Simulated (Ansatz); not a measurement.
Relaxation of H₇N₂PSn (11 atoms, charge 0, multiplicity 1), to a largest force component of 0.02 eV/Å in at most 50 steps.

Computed with RKS r2SCAN/def2-SVP (Ansatz).

```xyz
11
Properties=species:S:1:pos:R:3:forces:R:3
N -0.746 1.333 0.714 -0.59 -1.99 0.11
P -0.833 -0.413 0.528 2.34 6.00 0.42
N 0.659 -0.655 1.438 -0.54 -3.07 0.36
Sn 0.389 -0.377 -1.680 -1.23 -0.20 -0.60
H -2.228 -0.500 0.598 -0.72 -1.05 0.46
H -1.106 1.608 1.674 -0.31 -0.57 -1.22
H 0.991 -1.654 1.326 0.12 0.72 0.39
H 0.491 -0.525 2.456 0.21 0.15 -0.48
H -0.786 0.222 -2.856 0.49 -0.29 0.39
H 0.831 -2.010 -2.057 0.05 0.18 -0.04
H 1.702 0.664 -1.570 0.18 0.13 0.20
```

Question: Where does it end, and by what steps?

Answer: It converged. After 31 steps the energy has fallen by 2.494 eV; H7 moved furthest, 1.38 Å.

| step | energy less start (eV) | largest force component (eV/Å) | accepted |
| --- | --- | --- | --- |
| 0 | 0.0000 | 5.999 | yes |
| 2 | -1.9211 | 1.361 | yes |
| 4 | -2.2343 | 0.924 | yes |
| 6 | -2.3056 | 0.187 | yes |
| 8 | -2.3118 | 0.164 | yes |
| 10 | -2.3219 | 0.356 | yes |
| 12 | -2.3311 | 0.304 | yes |
| 14 | -2.3602 | 0.666 | yes |
| 16 | -2.4209 | 0.465 | yes |
| 18 | -2.3910 | 1.552 | no |
| 20 | -2.4852 | 0.123 | yes |
| 22 | -2.4875 | 0.069 | yes |
| 24 | -2.4888 | 0.090 | yes |
| 26 | -2.4919 | 0.106 | yes |
| 28 | -2.4931 | 0.069 | yes |
| 30 | -2.4936 | 0.032 | yes |
| 31 | -2.4937 | 0.017 | yes |

```xyz
11
Properties=species:S:1:pos:R:3
N -1.086 1.333 0.719
P -0.652 -0.171 0.526
N 0.517 -0.984 1.503
Sn 0.388 -0.246 -1.749
H -1.615 -1.243 0.619
H -1.607 1.531 1.577
H 0.151 -1.355 2.381
H 1.334 -0.404 1.703
H -0.547 0.664 -2.851
H 0.532 -1.870 -2.279
H 1.948 0.439 -1.577
```

The run took 2.2 min on 2 threads of Arm Neoverse V1, on a shared host, peak memory 0.18 GiB.
